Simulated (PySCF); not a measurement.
## Correlation energy of Sc⁺ (scandium, charge +1)

[Ar] 4s1 4p1, high-spin 3P determinant (an excited configuration). All numbers are calculated (PySCF 2.14, scalar relativity by spin-free X2C-1e, in aug-cc-pwCVTZ-DK). Frozen: [Ar]; 2 electrons correlated.

Total MP2 correlation energy: -3.75 mhartree.

Same-spin part -3.75 and opposite-spin part 0.00 mhartree; SCS-MP2 scales them by 1/3 and 6/5 to -1.25 mhartree.
